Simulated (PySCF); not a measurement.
SMILES N[SiH2]O[Si](Cl)(Cl)Cl, singlet at its PBE0/def2-SVP optimised geometry (Å):

```
11

Si     0.8434    -1.6215     0.0000
Cl     2.8799    -1.6215     0.0000
Cl     0.1784    -2.6255    -1.6576
Cl     0.1782    -2.6249     1.6572
O      0.3055    -0.0973     0.0000
Si    -1.1339     0.7919    -0.0318
N     -2.5484    -0.1704    -0.0386
H     -1.1203     1.6215     1.1991
H     -1.0872     1.5899    -1.2828
H     -2.8799    -0.6311     0.8010
H     -2.8553    -0.6547    -0.8744
```

Level of theory: PBE0/def2-TZVP (PySCF 2.14.0). Cells within 0.4 Å of a nucleus heavier than hydrogen are left out (blank, or x).

Map of the Laplacian of the electron density (e/bohr⁵), clipped to [-1.50, 1.50] on the plane z = 0.0 Å:

```
|444444444444444444444444444|
|444444444444444444444444444|
|444444444444444444444444444|
|444444444444444444444444444|
|444444444444444444444444444|
|444444444444444444444444444|
|444444444444444444444444444|
|444444444444444444444444444|
|444444444444444444444444444|
|444444444555444444444444444|
|4444444459x9544444444444444|
|4444455559xx655544444444444|
|444455334999543654444444444|
|444454xx34555xx354444444444|
|444455xx454560x455445544444|
|444455555444554554554454444|
|444445554444448995439935444|
|444444444444459xx644xx45444|
|444444444444459x9542xx35444|
|444444444444445754543355444|
|444444444444444444455554444|
|444444444444444444444444444|
|444444444444444444444444444|
|444444444444444444444444444|
|444444444444444444444444444|
|444444444444444444444444444|
|444444444444444444444444444|
```
Scale: ten equal steps from -1.35 (start of '0') to 1.50 (end of '9'), in the order '0123456789'; x runs from -5.00 to 5.00, y from -5.00 (bottom) to 5.00 (top).
